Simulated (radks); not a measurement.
The numbers below are computed, except where a source is named.
Neutral lead inside a hard spherical wall (all orbitals vanish at R), configuration held at [Hg] 6p2 and not refilled when levels cross. Code: a radial shooting solver on a logarithmic mesh with Libxc functionals. Model: scalar-relativistic Kohn-Sham, PBEsol, spin-polarised, spherical densities, finite nucleus; open shells are filled with parallel spins first (spin-orbit coupling, left out, can overturn this in heavy ions); Fermi nuclear charge, rms radius 5.5012 fm. Eigenvalues in eV for spin up, with the zero of energy where the potential of the charges vanishes at infinity; a dash marks a level that is unbound or too diffuse for the functional's potential to be trusted. A positive occupied level is held by the wall or, in an anion where self-interaction has pushed it up, behind a barrier. The pressure on the wall is -dE/dV.

R (bohr)  E (hartree)  kinetic (hartree)    e(5p)    e(5d)    e(6s)   e(6p)  e(7s, empty)  e(6d, empty)  pressure (GPa)
free      -20870.5020          23569.688  -85.691  -21.112  -12.429  -3.966             -             -               0
7         -20870.4854          23569.793  -85.019  -20.457  -11.905  -3.349         3.429         4.279           0.839
5         -20870.3467          23570.487  -82.686  -18.242  -10.025  -0.532        14.800        11.280            17.5
4         -20869.9394          23572.334  -78.952  -14.790   -6.350   5.104        33.937        22.372             114
3         -20867.8845          23580.972  -68.249   -4.787    7.637  25.054        90.786        54.977            1170
2         -20851.0319          23644.128  -27.122   40.164   92.288  132.34        330.52        193.54           26800
1.5       -20798.6893          23817.442   50.664   134.89   298.14  367.42        782.20        457.02          217000
